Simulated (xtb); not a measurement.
Input for xtb: GFN-FF on AlH5Si (SMILES [AlH2][SiH3]), a point of a torsion scan.

```
$ xtb mol.xyz --gfnff --sp --chrg 0 --uhf 0
7

Al     1.38182170     0.08991230    -0.00095651
Si    -1.03478948    -0.05617005     0.00593150
H      2.36943898    -1.12639916    -0.00135863
H      2.23417889     1.40389442     0.00622143
H     -1.54171023    -1.36767567     0.47533096
H     -1.69967314     0.13300928    -1.30458110
H     -1.70976372     0.92572941     0.88712763
```

Program output:

```
[...]
           -------------------------------------------------
          |                Calculation Setup                |
           -------------------------------------------------



          ==================== Thresholds ====================
          CN  :   150.00000
          rep :   500.00000
          disp:  2500.00000
          HB1 :   250.00000
          HB2 :   450.00000

          Pauling EN used:
          Z : 1  EN :  2.20
          Z :13  EN :  1.61
          Z :14  EN :  1.90
          electric field strengths (au): 0.000

           -------------------------------------------------
          |           Force Field Initialization            |
           -------------------------------------------------

          distances ...
          ----------------------------------------
          generating topology and atomic info file ...
          pair mat ...
          computing topology distances matrix with Floyd-Warshall algo ...
          making topology EEQ charges ...
          #fragments for EEQ constrain: 1
          ----------------------------------------
          generating topology and atomic info file ...
          pair mat ...
          computing topology distances matrix with Floyd-Warshall algo ...
          making topology EEQ charges ...
          #fragments for EEQ constrain: 1
          rings ...
          # BATM   12
          # H in HB   5

  atom   neighbors  erfCN metchar sp-hybrid imet pi  qest     coordinates
    1  Al      3    2.72   0.08         2    1    0   0.056    2.611265    0.169910   -0.001808
    2  Si      4    3.43   0.05         3    0    0  -0.000   -1.955469   -0.106146    0.011209
    3  H       1    0.96   0.01         0    0    0  -0.018    4.477591   -2.128586   -0.002567
    4  H       1    0.96   0.01         0    0    0  -0.018    4.221986    2.652976    0.011757
    5  H       1    0.95   0.01         0    0    0  -0.007   -2.913410   -2.584532    0.898245
    6  H       1    0.95   0.01         0    0    0  -0.007   -3.211917    0.251351   -2.465301
    7  H       1    0.95   0.01         0    0    0  -0.007   -3.230985    1.749375    1.676428

          #atoms :   7
          #bonds :   6
          #angl  :   9
          #tors  :   6
          #nmol  :   1
          #optfrag :   1
           -------------------------------------------------
          |                   G F N - F F                   |
          |          A general generic force-field          |
          |                  Version 1.0.3                  |
           -------------------------------------------------
          Number of HB bonds (bound hydrogen)     0
          Number of HB bonds (unbound hydrogen)   0
          Number of XB bonds                      0

 E+G (total)                   0 d,  0 h,  0 min,  0.000 sec
 distance/D3 list               ...        0 min,  0.000 sec (  0.887%)
 non bonded repulsion           ...        0 min,  0.000 sec ( 17.451%)
 dCN                            ...        0 min,  0.000 sec (  4.258%)
 EEQ energy and q               ...        0 min,  0.000 sec ( 12.823%)
 D3                             ...        0 min,  0.000 sec ( 14.191%)
 EEQ gradient                   ...        0 min,  0.000 sec (  5.041%)
 bonds                          ...        0 min,  0.000 sec (  8.889%)
 bend and torsion               ...        0 min,  0.000 sec ( 14.115%)
 bonded ATM                     ...        0 min,  0.000 sec (  4.906%)
 HB/XB (incl list setup)        ...        0 min,  0.000 sec ( 11.797%)

         :::::::::::::::::::::::::::::::::::::::::::::::::::::
         ::                     SUMMARY                     ::
Note: The following floating-point exceptions are signalling: IEEE_UNDERFLOW_FLAG IEEE_DENORMAL
normal termination of xtb
         :::::::::::::::::::::::::::::::::::::::::::::::::::::
         :: total energy              -0.529221382037 Eh    ::
         :: gradient norm              0.026727568968 Eh/a0 ::
         ::.................................................::
         :: bond energy               -0.548283969448 Eh    ::
         :: angle energy               0.006533941661 Eh    ::
         :: torsion energy             0.000021639354 Eh    ::
         :: repulsion energy           0.015548892350 Eh    ::
         :: electrostat energy        -0.000858506021 Eh    ::
         :: dispersion energy         -0.002183298547 Eh    ::
         :: HB energy                  0.000000000000 Eh    ::
         :: XB energy                  0.000000000000 Eh    ::
         :: bonded atm energy         -0.000000081385 Eh    ::
         :: external energy            0.000000000000 Eh    ::
         :: add. restraining           0.000000000000 Eh    ::
         :: total charge               0.000000000000 e     ::
         :::::::::::::::::::::::::::::::::::::::::::::::::::::

           -------------------------------------------------
          |                Property Printout                |
           -------------------------------------------------

molecular dipole:
                 x           y           z       tot (Debye)
 q only:        0.051       0.004      -0.001       0.130

           -------------------------------------------------
          | TOTAL ENERGY               -0.529221382037 Eh   |
          | GRADIENT NORM               0.026727568968 Eh/α |
           -------------------------------------------------
########################################################################
[WARNING] Runtime exception occurred
-1- gfnff_setup: Could not read topology file.
########################################################################

------------------------------------------------------------------------
------------------------------------------------------------------------
 total:
 SCF:
```

The run finished.

Cost: very roughly 0.010 core-seconds.
